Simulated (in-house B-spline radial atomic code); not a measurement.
Orbital energies and mean radii along the 4-electron series, configuration [He] 2s2. The effective charge is n√(-2ε), a non-relativistic measure. Computed with an all-electron radial atomic-structure program (B-spline basis): Dirac-Hartree-Fock, average of the configuration, finite nuclei.

| ion | Z | energy of 2s1/2 (Eh) | mean radius of 2s1/2 (bohr) | energy of 1s1/2 (Eh) | mean radius of 1s1/2 (bohr) | effective charge of 2s1/2 |
| --- | --- | --- | --- | --- | --- | --- |
| Eu59+ | 63 | -495.56 | 0.089978 | -2032.09 | 0.022196 | 62.964 |
| Gd60+ | 64 | -513.26 | 0.088283 | -2102.36 | 0.021787 | 64.079 |
| Tb61+ | 65 | -531.36 | 0.086636 | -2174.08 | 0.02139 | 65.199 |
| Dy62+ | 66 | -549.84 | 0.085037 | -2247.2 | 0.021005 | 66.323 |
| Ho63+ | 67 | -568.71 | 0.083481 | -2321.82 | 0.020629 | 67.451 |
| Er64+ | 68 | -587.99 | 0.081967 | -2397.92 | 0.020264 | 68.585 |
| Tm65+ | 69 | -607.68 | 0.080493 | -2475.53 | 0.019907 | 69.724 |
| Yb66+ | 70 | -627.78 | 0.079059 | -2554.65 | 0.019561 | 70.868 |
| Lu67+ | 71 | -648.3 | 0.07766 | -2635.32 | 0.019222 | 72.017 |
| Hf68+ | 72 | -669.25 | 0.076297 | -2717.59 | 0.018892 | 73.171 |
| Ta69+ | 73 | -690.64 | 0.074967 | -2801.45 | 0.01857 | 74.331 |
| W70+ | 74 | -712.48 | 0.073669 | -2886.92 | 0.018256 | 75.497 |
| Re71+ | 75 | -734.77 | 0.072401 | -2974.05 | 0.017949 | 76.669 |
| Os72+ | 76 | -757.52 | 0.071164 | -3062.83 | 0.017648 | 77.847 |
| Ir73+ | 77 | -780.74 | 0.069954 | -3153.34 | 0.017355 | 79.031 |
| Pt74+ | 78 | -804.44 | 0.068772 | -3245.57 | 0.017068 | 80.222 |
| Au75+ | 79 | -828.64 | 0.067615 | -3339.56 | 0.016787 | 81.419 |
| Hg76+ | 80 | -853.33 | 0.066484 | -3435.33 | 0.016512 | 82.623 |
| Tl77+ | 81 | -878.53 | 0.065376 | -3532.94 | 0.016242 | 83.835 |
| Pb78+ | 82 | -904.26 | 0.064291 | -3632.39 | 0.015978 | 85.053 |
| Bi79+ | 83 | -930.52 | 0.063229 | -3733.75 | 0.01572 | 86.28 |

Problem. How does the screening of 2s1/2 change?

Solution. Z less the effective charge goes from 0.04 at Z = 63 to -3.28 at Z = 83.
